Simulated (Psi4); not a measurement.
methanol (CH4O), singlet, at a GFN2-xTB geometry; MP2/6-31G in Psi4.

The Psi4 input:
```
memory 2 GB

molecule mol {
0 1
C 
O  1 1.406334
H  1 1.088424 2 106.520170
H  2 0.962878 1 109.040116 3 180.000000
H  1 1.095488 3 108.908245 2 -120.636420
H  1 1.095488 3 108.908244 5 -118.727160
}

set basis 6-31g
set reference rhf

energy('mp2')
print_variables()
```

Task: Predict the main parts of the log of this Psi4 run.

Result: 
```
    SCF Algorithm Type (re)set to DF.

   => Loading Basis Set <=

    Name: 6-31G
    Role: ORBITAL
    Keyword: BASIS

         ---------------------------------------------------------
                                   SCF
               by Justin Turney, Rob Parrish, Andy Simmonett
                          and Daniel G. A. Smith
                              RHF Reference
         ---------------------------------------------------------

  ==> Geometry <==

    Molecular point group: c1
    Full point group: C1

    Geometry (in Angstrom), charge = 0, multiplicity = 1:

       Center              X                  Y                   Z               Mass
    ------------   -----------------  -----------------  -----------------  -----------------
         C            0.000000000168     0.026677254069    -0.721255657618    12.000000000000
         O            0.000000000168     0.026677254069     0.685078342382    15.994914619570
         H            0.000000000168     1.070170776887    -1.030752138393     1.007825032230
         H            0.000000000168    -0.883522071151     0.999198114527     1.007825032230
         H            0.891715208022    -0.463838798646    -1.126634428960     1.007825032230
         H           -0.891715213017    -0.463838782202    -1.126634437130     1.007825032230

  Running in c1 symmetry.

  Rotational constants: A =      4.26962  B =      0.84134  C =      0.81127 [cm^-1]
  Rotational constants: A = 128000.10833  B =  25222.70747  C =  24321.12537 [MHz]
  Nuclear repulsion =   40.517519213729223

  Charge       = 0
  Multiplicity = 1
  Electrons    = 18
  Nalpha       = 9
  Nbeta        = 9

  ==> Algorithm <==

  SCF Algorithm Type is DF.
  DIIS enabled.
  MOM disabled.
  Fractional occupation disabled.
  Guess Type is SAD.
  Energy threshold   = 1.00e-08
  Density threshold  = 1.00e-08
  Integral threshold = 1.00e-12

  ==> Primary Basis <==

  Basis Set: 6-31G
    Blend: 6-31G
    Number of shells: 18
    Number of basis functions: 26
    Number of Cartesian functions: 26
    Spherical Harmonics?: false
    Max angular momentum: 1

   => Loading Basis Set <=

    Name: (6-31G AUX)
    Role: JKFIT
    Keyword: DF_BASIS_SCF

  ==> Integral Setup <==

  SCF_SUBTYPE=INCORE selected. In-core MEM_DF algorithm will be used.
  Using in-core AOs.

  ==> MemDFJK: Density-Fitted J/K Matrices <==

    J tasked:                   Yes
    K tasked:                   Yes
    wK tasked:                   No
[...]
  @DF-RHF Final Energy:  -114.98656731303674
    Total Energy =                       -114.9865673130367441
[...]

  //>>>>>>>>>>>>>>>>>>>>>>>>>>>>>>>>>>>//
  //               DFMP2               //
  //<<<<<<<<<<<<<<<<<<<<<<<<<<<<<<<<<<<//

   => Loading Basis Set <=

    Name: (6-31G AUX)
    Role: RIFIT
    Keyword: DF_BASIS_MP2

	 --------------------------------------------------------
	                          DF-MP2
	      2nd-Order Density-Fitted Moller-Plesset Theory

	        Rob Parrish, Justin Turney, Andy Simmonett,
	           Ed Hohenstein, and C. David Sherrill
	 --------------------------------------------------------

   => Auxiliary Basis Set <=

  Basis Set: (6-31G AUX)
    Blend: CC-PVDZ-RI
    Number of shells: 60
    Number of basis functions: 168
    Number of Cartesian functions: 192
    Spherical Harmonics?: true
    Max angular momentum: 3

	 --------------------------------------------------------
	                 NBF =    26, NAUX =   168
	 --------------------------------------------------------
	   CLASS    FOCC     OCC    AOCC    AVIR     VIR    FVIR
	   PAIRS       0       9       9      17      17       0
	 --------------------------------------------------------

	-----------------------------------------------------------
	 ==================> DF-MP2 Energies <====================
	-----------------------------------------------------------
	 Reference Energy          =    -114.9865673130367441 [Eh]
	 Singles Energy            =      -0.0000000000000000 [Eh]
	 Same-Spin Energy          =      -0.0477249676807990 [Eh]
	 Opposite-Spin Energy      =      -0.1690156521003075 [Eh]
	 Correlation Energy        =      -0.2167406197811065 [Eh]
	 Total Energy              =    -115.2033079328178502 [Eh]
	-----------------------------------------------------------
	 ================> DF-SCS-MP2 Energies <==================
	-----------------------------------------------------------
	 SCS Same-Spin Scale       =       0.3333333333333333 [-]
	 SCS Opposite-Spin Scale   =       1.2000000000000000 [-]
	 SCS Same-Spin Energy      =      -0.0159083225602663 [Eh]
	 SCS Opposite-Spin Energy  =      -0.2028187825203690 [Eh]
	 SCS Correlation Energy    =      -0.2187271050806354 [Eh]
	 SCS Total Energy          =    -115.2052944181173757 [Eh]
	-----------------------------------------------------------

  Variable Map:
  ----------------------------------------------------------------------------
[...]
  Array Variable Map:
  ----------------------------------------------------------------------------
[...]
[...]
```
